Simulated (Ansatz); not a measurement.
Geometry optimisation, RKS B3LYP-D4/6-31G* (Ansatz 0.2.0).

input.yaml

```yaml
crystal:
  periodic: [false, false, false]
  atoms:
    - { symbol: B, position_ang: [0.0, 0.0, 0.0] }
    - { symbol: H, position_ang: [0.0, 0.0, 1.54] }
    - { symbol: Cl, position_ang: [1.6108, 0.0, -0.93] }
    - { symbol: Cl, position_ang: [-1.6108, 0.0, -0.93] }
    - { symbol: P, position_ang: [0.0924, -2.0952, 0.6969] }
    - { symbol: H, position_ang: [-0.6759, -2.9172, -0.1694] }
    - { symbol: H, position_ang: [1.442, -2.5368, 0.6936] }
    - { symbol: H, position_ang: [0.0385, -0.8732, 1.6712] }
basis:
  gaussian: { orbitals: "6-31G*" }
hamiltonian:
  xc: b3lyp
  dispersion: d4
relax:
  f_tol: 0.15
  max_steps: 25
  restrain:
    - { distance: [0, 4], at: 3.11, k: 30.0 }
    - { distance: [7, 1], at: 1.86, k: 30.0 }
    - { distance: [0, 1], at: 1.19, k: 30.0 }
    - { distance: [7, 4], at: 1.42, k: 30.0 }
```

Command:

```bash
$ ansatz run input.yaml --threads 2 --pin off --max-ram 3072MiB --backend cpu --events-out ev --progress --plain --runs-dir out
```

Problem. Where does it end, and by what steps?

Solution. The run converged. The restraints hold the end off the free minimum. After 7 steps the energy has fallen by 3.769 eV (the restraints' own energy left out); P5 moved furthest, 0.78 Å. Joined: B1–H2 (1.54 → 1.19 Å).

```tsv
step	energy less start (eV)	largest force component (eV/Å)	accepted
0	0.0000	3.867	yes
1	-0.4946	2.692	yes
2	-1.4426	2.303	yes
3	-2.4085	2.265	yes
4	-3.3782	1.338	yes
5	-3.6290	1.335	yes
6	-3.7586	0.522	yes
7	-3.7686	0.481	yes
```

```xyz
8
Properties=species:S:1:pos:R:3
B -0.006 0.189 0.025
H 0.025 0.520 1.163
Cl 1.489 0.090 -0.895
Cl -1.556 0.094 -0.799
P 0.090 -2.723 1.156
H -0.488 -2.686 -0.139
H 1.417 -2.576 0.672
H -0.075 -1.331 1.390
```

Run time: 17 s on 2 threads of Arm Neoverse V2, on a shared host, peak memory 0.17 GiB.
